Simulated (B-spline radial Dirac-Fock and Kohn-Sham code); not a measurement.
# Dispersion corrections for Li to V

These are calculated numbers from a radial B-spline solver; the model is the dispersion relation over Dirac-Hartree-Slater subshell photoionisation cross sections, with the Kissel-Pratt high-energy constant (isolated atom, no bound-bound lines or fine structure). Values in electrons; * marks an element with an edge within 2 % of one of the energies, where the values are sensitive to the edge position.

```
 Z  element  f′ at 1000 eV  f″ at 1000 eV  f′ at 2984.4 eV  f″ at 2984.4 eV  f′ at 17479.3 eV  f″ at 17479.3 eV
 3       Li          0.056          0.038            0.009            0.004             0.000             0.000
 4       Be          0.130          0.127            0.025            0.013             0.000             0.000
 5        B          0.230          0.308            0.054            0.036             0.001             0.001
 6        C          0.324          0.618            0.096            0.077             0.003             0.002
 7        N          0.375          1.128            0.156            0.147             0.007             0.003
 8        O          0.232          1.788            0.221            0.251             0.011             0.006
 9        F         -0.256          2.644            0.290            0.398             0.018             0.011
10       Ne         -1.570          3.727            0.355            0.596             0.027             0.017
12       Mg         -1.925          0.530            0.393            1.162             0.051             0.037
13       Al         -1.481          0.751            0.328            1.544             0.067             0.053
14       Si         -1.183          1.034            0.163            1.996             0.085             0.072
15        P         -0.906          1.402           -0.164            2.528             0.105             0.097
16        S         -0.737          1.828           -0.809            3.130             0.128             0.126
17       Cl         -0.553          2.352           -2.443            3.810             0.152             0.162
18       Ar         -0.320          3.068           -2.661            0.485             0.179             0.205
19        K         -0.302          3.754           -1.763            0.613             0.205             0.254
20       Ca         -0.396          4.546           -1.364            0.763             0.232             0.312
21       Sc         -0.524          5.471           -1.101            0.934             0.258             0.378
22       Ti         -0.781          6.503           -0.898            1.130             0.283             0.453
23        V         -1.204          7.640           -0.728            1.353             0.306             0.538
```
